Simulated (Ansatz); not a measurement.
Reaction (formal exchange of groups at the Al–C bond): `C=[C]([AlH2])S` + `CBF` → `C[B](F)[AlH2]` + `C=CS`

Isolated molecules relaxed with PBE0-D4/def2-TZVP in Ansatz; ΔE leaves out vibrations. CCSD(T)/CBS is the MP2 limit (def2-TZVPP, def2-QZVPP) plus CCSD(T) − MP2 in def2-TZVPP, frozen cores. This one scheme is used for every species. DFT in def2-TZVPP. Each species was taken in one conformer, which may not be the lowest.

| level | ΔE (eV) |
| --- | --- |
| revPBE-D4 | 0.57 |
| PBE | 0.54 |
| revPBE | 0.51 |
| BHLYP | 0.65 |
| LC-ωPBE | 0.58 |
| MP2/def2-SVP | 0.75 |
| CCSD(T)/def2-TZVPP | 0.67 |
| SCS-MP2/def2-QZVPP | 0.74 |

Question: What does CCSD(T)/CBS give? (Estimate.)

Answer: The calculation gave: +0.68 eV. The listed levels differ from it by -0.11, -0.14, -0.17, -0.03, -0.10, 0.07, -0.01, 0.06 eV.

Largest T1 diagnostic among the species: 0.013.

The D4 term adds +0.05 eV with B3LYP and +0.02 eV with PBE0; it sums over pairs of atoms, weighted by their polarisabilities, and B3LYP, whose exchange is more repulsive, gets the larger term. From BLYP to BHLYP (50 % exact exchange), in def2-TZVPP and without D4, ΔE moves by +0.08 eV.

B3LYP here is the variant with VWN-RPA as its local correlation; programs differ in this.
